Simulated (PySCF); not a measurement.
## Match the barriers

Saddle point of Si$_{2}$H$_{4}$OF$_{2}$, closed shell (SiH₄O ([OH][SiH3]) + SiF₂ → Si₂H₄OF₂ ([F][SiH]([F])[O][SiH3]); bonds formed: Si1–H4; dative contacts that become bonds: Si1–O5; bonds broken: H4–O5), PBE0-D4/def2-TZVP structure:

```xyz
9
angstrom
Si -1.4463 -1.1812 0.0276
F -0.4263 -2.0580 0.8973
F -1.4664 -1.9324 -1.3799
H -1.5655 0.4434 0.2608
O -0.4710 0.2996 -0.3093
Si 1.0399 0.9673 0.0542
H 1.0377 2.3552 -0.4593
H 1.2260 0.9604 1.5237
H 2.0718 0.1459 -0.6154
```

PySCF 2.14 with density fitting (its default auxiliary sets; JK sets also for MP2 and CCSD(T)); basis: def2-TZVPP, with def2-QZVPP for the basis limit; cores frozen in the correlated methods. B3LYP uses VWN-RPA correlation. Extrapolation: Hartree–Fock as exp(−7.88 √X), correlation as X^−2.97. Four methods, as single points on the PBE0-D4 structures, gave these electronic barriers from the start structure: 0.929, 1.157, 1.350, 1.683 eV.

Q: The methods were, in alphabetical order, B3LYP-D4, BHLYP-D4, HF, PBE-D4. Which gave which? (A judgement: the text doesn't fix the answer.)

A: By the calculation: PBE-D4 0.929; B3LYP-D4 1.157; BHLYP-D4 1.350; HF 1.683 eV. For comparison, CCSD(T) at an estimated basis limit (MP2 extrapolated from triple and quadruple zeta, plus CCSD(T) − MP2 in triple zeta) gives 1.184 eV.

No T1 diagnostic of these runs exceeds 0.015. The restricted Hartree–Fock reference is unstable towards an unrestricted one at one or more of these structures.

Losses and insertions of silylenes and their heavier kin drive the gas-phase chemistry of silicon and germanium vapour deposition.

Labels in which every atom is bracketed show which atoms are joined, not bond orders.

For scale, one of the runs: CCSD(T)/def2-TZVPP, 233 basis functions, launched by `OMP_NUM_THREADS=4 python run.py`. Hardware: 4 CPU threads of an Intel Xeon, shared host. Wall time 29 min; peak host memory 4.8 GiB.
